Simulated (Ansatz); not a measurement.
System: sum formula Si₂N₃H₉, charge 0, multiplicity 1. 
Structure (B3LYP-D3(BJ)/def2-TZVP (Ansatz, a program for electronic structure) minimum search):
SMILES: N[SiH2][SiH](N)N
```xyz
14

N      1.4188    -1.7102     0.0642
Si     1.5191     0.0216     0.0353
Si    -0.7083     0.7627    -0.0630
N     -1.4295     0.0813     1.3525
N     -1.6184     0.1870    -1.4099
H      0.7130    -2.1353     0.6464
H      2.2497    -2.2810     0.0324
H      2.2477     0.6216     1.1977
H      2.2965     0.4166    -1.1682
H     -0.7853     2.2462    -0.1983
H     -0.9419     0.1060     2.2349
H     -2.4282     0.1506     1.4854
H     -1.7241     0.7754    -2.2212
H     -1.5744    -0.7870    -1.6687
```
Charge 0, spin multiplicity 1.

Basis-set convergence of Hartree-Fock and CCSD correlation energies (hartree) with Ansatz. Correlated levels leave the core frozen unless marked. Spin-orbit coupling is left out. Non-relativistic.

```tsv
basis	functions	E(HF)	E(corr, CCSD)
cc-pV(D+d)Z	133	-746.54948	-0.77836
cc-pV(T+d)Z	294	-746.64377	-0.94896
cc-pV(Q+d)Z	563	-746.66508	-1.00381
```

Extrapolating the two largest sets (X = 3 and 4) as X^-3: E(corr) = (64·(-1.00381) - 27·(-0.94896))/37 = -1.0438 Eh, an estimate of the basis-set limit. The largest set recovers 96.2 % of it, the smallest 74.6 %.
